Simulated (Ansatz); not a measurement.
Geometry optimisation, RKS PBE0-D4/6-31G (Ansatz 0.2.0).

Input file:

```yaml
crystal:
  periodic: [false, false, false]
  atoms:
    - { symbol: B, position_ang: [-1.1214, 1.3079, 0.7539] }
    - { symbol: O, position_ang: [-0.296, 0.1745, 0.8768] }
    - { symbol: C, position_ang: [0.2119, -0.1437, -0.399] }
    - { symbol: B, position_ang: [1.0809, -1.5225, -0.2723] }
    - { symbol: F, position_ang: [1.1555, 0.814, -0.8088] }
    - { symbol: H, position_ang: [-0.7297, 2.4557, 0.8836] }
    - { symbol: H, position_ang: [-0.58152, -0.13655, 1.77225] }
    - { symbol: H, position_ang: [-0.5091, -0.2576, -1.1669] }
    - { symbol: H, position_ang: [0.4201, -2.4884, 0.0923] }
    - { symbol: H, position_ang: [2.1652, -1.602, -0.4797] }
basis:
  gaussian: { orbitals: "6-31G" }
hamiltonian:
  xc: pbe0
  dispersion: d4
relax:
  f_tol: 0.02
  max_steps: 50
```

Command:

```bash
$ ansatz run input.yaml --threads 1 --pin off --max-ram 2048MiB --backend cpu --events-out ev --progress --plain --runs-dir out
```

Problem. Where does it end, and by what steps?

Solution. The run ended unconverged. Limits of this set-up: no polarisation functions. After 49 steps the energy has fallen by 8.557 eV; F5 moved furthest, 1.57 Å. Parted: O2–C3, C3–F5, B4–H9. Joined: B1–F5, C3–H9.

| step | energy less start (eV) | largest force component (eV/Å) | accepted |
| --- | --- | --- | --- |
| 0 | 0.0000 | 5.137 | yes |
| 2 | -1.8689 | 1.666 | yes |
| 4 | -2.4403 | 1.667 | yes |
| 6 | -3.0341 | 1.627 | yes |
| 8 | -3.3671 | 2.428 | yes |
| 10 | -3.6630 | 1.257 | yes |
| 12 | -3.7643 | 0.287 | yes |
| 14 | -3.7911 | 0.412 | yes |
| 16 | -3.8524 | 1.210 | yes |
| 18 | -5.1570 | 2.964 | yes |
| 20 | -6.4105 | 1.324 | yes |
| 22 | -6.7883 | 0.904 | yes |
| 24 | -6.9175 | 0.376 | yes |
| 26 | -6.9318 | 0.152 | yes |
| 28 | -6.9371 | 0.154 | yes |
| 30 | -6.9416 | 0.168 | yes |
| 32 | -6.9629 | 0.912 | yes |
| 34 | -7.3912 | 2.307 | yes |
| 36 | -7.6898 | 1.647 | yes |
| 38 | -8.1248 | 1.359 | yes |
| 40 | -8.3808 | 0.852 | yes |
| 42 | -8.4303 | 1.403 | no |
| 44 | -8.5519 | 0.110 | yes |
| 46 | -8.5497 | 0.260 | no |
| 48 | -8.5556 | 0.062 | yes |
| 49 | -8.5565 | 0.036 | yes |

```xyz
10
Properties=species:S:1:pos:R:3
B -0.513 1.761 0.706
O -0.570 0.561 1.318
C 0.297 -1.563 -0.685
B 1.537 -1.684 -0.072
F -0.008 1.846 -0.582
H -0.878 2.755 1.237
H -0.245 -0.244 0.843
H 0.088 -0.761 -1.393
H -0.490 -2.308 -0.592
H 2.578 -1.762 0.471
```

Run time: 2.2 min on 1 CPU thread of a shared host.
